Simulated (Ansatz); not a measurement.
CH7NOSi3, SMILES O[Si@H]1N=C([SiH3])[SiH2]1.

Geometry optimised at TPSSh-D3(BJ)/def2-SVP. The structure was generated by enumeration; whether it is a known compound was not checked. The values are those of a single conformer.

Two levels are set side by side: PBE/def2-SVPD (Ansatz, a first-principles code) and ωB97X-V/def2-SVPD (Ansatz). Energy differences of separate SCF runs at the same geometry; the states with an electron removed or added have multiplicity 2 and 2. Differences are taken from unrounded values.

```
quantity                           ωB97X-V
---------------------------------  -------
vertical ionisation energy (eV)       8.40
vertical singlet–triplet gap (eV)     2.54
```

### Question
What does PBE give, and how far is it from ωB97X-V? (Estimate from the structure and the level; the computed values follow.)

### Answer

```
quantity                            PBE  PBE minus ωB97X-V
---------------------------------  ----  -----------------
vertical ionisation energy (eV)    8.14              -0.26
vertical singlet–triplet gap (eV)  2.38              -0.16
```
